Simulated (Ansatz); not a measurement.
# Cost against result

The pair of Ag⁺ (SMILES [Ag+], atom 1) and SiH3F (SMILES [SiH3]F, atoms 2–6), both closed shells, in one local arrangement (a lower one may exist), relaxed at PBE0-D4/def2-TZVP:

```xyz
6
angstrom
Ag 0.1543 0.4150 -3.1570
Si -0.0363 -0.0978 0.7430
F 0.0443 0.1208 -0.9124
H 0.4894 1.1581 1.3074
H 0.8152 -1.2725 1.0024
H -1.4669 -0.3236 1.0165
```

Interaction energies are counterpoise-corrected; the time is that of the whole pair.

Computed with Ansatz 0.2.0 (basis: as named in each row); correlated methods freeze the cores. Filled d shells of the heavier atoms are correlated. Core potentials replace the inner electrons of the atoms past krypton. B3LYP uses VWN-RPA correlation. Extrapolation: Hartree–Fock as exp(−7.88 √X), correlation as X^−2.97.

Times are rough, for one single point on 4 threads of a shared host (Intel Xeon Platinum 8259CL).

The estimate by CCSD(T) at an estimated basis limit (MP2 extrapolated from triple and quadruple zeta, plus CCSD(T) − MP2 in triple zeta) is -23.29 kcal/mol.

| method | basis | time (s) | interaction energy (kcal/mol) | method less estimate |
| --- | --- | --- | --- | --- |
| SPW92 | def2-SVP | under 1 | -32.16 | -8.87 |
| PBE-D4 | def2-SVP | under 1 | -26.43 | -3.13 |
| PBE0-D4 | def2-SVP | under 1 | -25.71 | -2.42 |
| PBE-D4 | def2-TZVPPD | 1 | -23.98 | -0.68 |
| revPBE-D4 | def2-TZVPPD | 2 | -21.56 | 1.74 |
| BLYP-D4 | def2-TZVPPD | 2 | -24.34 | -1.05 |
| PBE0-D4 | def2-TZVPPD | 2 | -23.26 | 0.03 |
| B3LYP-D4 | def2-TZVPPD | 2 | -24.16 | -0.87 |
| CCSD(T) | def2-SVP | 2 | -22.42 | 0.87 |
| r2SCAN-D4 | def2-TZVPPD | 2 | -25.15 | -1.85 |
| wB97M-V | def2-SVP | 2 | -25.23 | -1.93 |
| HSE06-D4 | def2-TZVPPD | 2 | -23.19 | 0.11 |
| B2PLYP | def2-TZVPPD | 4 | -22.48 | 0.82 |
| B97M-V | def2-TZVPPD | 5 | -23.71 | -0.42 |
| wB97X-V | def2-TZVPPD | 5 | -22.75 | 0.55 |
| wB97M-V | def2-TZVPPD | 5 | -22.62 | 0.67 |
| MP2 | def2-QZVPPD | 8 | -22.80 | 0.50 |
| CCSD(T) | def2-TZVPPD | 45 | -21.36 | 1.93 |

The T1 diagnostic stays at or below 0.012.
